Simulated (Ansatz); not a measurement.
Computed with Ansatz on PBE0-D4/def2-TZVP structures; ΔE is electronic, products minus reactants. CCSD(T)/CBS is the MP2 limit (def2-TZVPP, def2-QZVPP) plus CCSD(T) − MP2 in def2-TZVPP, frozen cores. Functionals use def2-TZVPP. Open shells (•) are unrestricted, without spin–orbit coupling. One conformer a species, not always the lowest.

Reaction (homolysis of the B–O bond): `COB(C)S` → `C[B]S`• + `C[O]`•

`COB(C)S`:

Cartesian coordinates in Å:
```
C -0.781 1.268 -1.443
O -0.822 0.107 -0.638
B 0.152 -0.202 0.248
C 0.019 -1.511 1.098
S 1.582 0.930 0.409
H -1.674 1.272 -2.066
H -0.771 2.171 -0.826
H 0.105 1.268 -2.085
H 0.870 -2.178 0.933
H 0.005 -1.285 2.168
H -0.895 -2.053 0.850
H 2.212 0.215 1.353
```

`C[B]S`•:

```xyz
7

C    -0.361    0.923   -0.202
B     0.052   -0.383    0.518
S     0.833   -1.799   -0.174
H    -1.437    1.088   -0.079
H    -0.130    0.949   -1.273
H     0.126    1.779    0.276
H     0.917   -2.558    0.934
```

`C[O]`•:

Cartesian coordinates in Å:
```
C 0.018 0.045 0.023
O -0.166 -0.351 -1.260
H -0.295 -0.818 0.643
H -0.628 0.885 0.319
H 1.071 0.239 0.275
```

CCSD(T)/CBS gives +582.8 kJ/mol.

Task: Another level gave +549.1 kJ/mol. Which?
A. CAM-B3LYP-D4/def2-TZVPP
B. SCS-MP2/def2-TZVPP
C. r2SCANh-D4/def2-TZVPP
D. RPA@PBE/def2-TZVPP

Result: D. RPA@PBE/def2-TZVPP 549.1, r2SCANh-D4 536.1, CAM-B3LYP-D4 561.2, SCS-MP2/def2-TZVPP 595.3 kJ/mol.

Largest T1 diagnostic among the species: 0.019.

In def2-TZVPP, CCSD(T) changes the Hartree–Fock value by +142.7 kJ/mol (the triples alone add +11.5 kJ/mol) and MP2 by +181.1 kJ/mol; breaking electron pairs costs correlation energy, which Hartree–Fock lacks. The D4 term adds +14.7 kJ/mol with B3LYP and +8.0 kJ/mol with PBE0; it sums over pairs of atoms, weighted by their polarisabilities, and B3LYP, whose exchange is more repulsive, gets the larger term. Leaving LDA and LC-ωPBE aside and taking each functional with its dispersion term where it has one, the values, not all of them listed here, spread over 41.5 kJ/mol, from revPBE-D4 to ωB97M-V. LDA lies +85.7 kJ/mol from PBE without D4, its usual overbinding.

B3LYP here is the variant with VWN-RPA as its local correlation; programs differ in this.
